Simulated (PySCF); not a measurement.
Dipole response of Mn(2+) (manganese, charge +2)

[Ar] 3d4 4s1, high-spin 6D determinant (an excited configuration). Computed with PySCF 2.14 in aug-cc-pwCVTZ-DK with one added diffuse shell each of s, p, d, f, g type (11s10p8d5f4g, 152 functions), with scalar relativity by spin-free X2C-1e. Coupled (time-dependent) response in atomic units; α is the mean over directions.

```tsv
method	mean α (bohr³)	α xx, yy, zz	C₆ (like pair)	S(−4)
PBE0	18.27	18.55, 18.55, 17.71	72.53	297.3
```

S(−4) is the Cauchy moment in α(ω) = α(0) + S(−4) ω² + …

α(iu) at PBE0:

```tsv
u (hartree)	α(iu) (bohr³)
0	18.27
0.0500	17.56
0.100	15.77
0.200	11.43
0.300	8.180
0.500	4.827
0.750	3.122
1.00	2.310
1.50	1.515
2.00	1.105
3.00	0.6757
5.00	0.3306
```

For an ion, C₆ is the dispersion term alone; charge-induced terms of lower order in 1/R come first.

The components differ because the open shell of this determinant is not spherical; for a pure term their mean is the scalar polarisability.
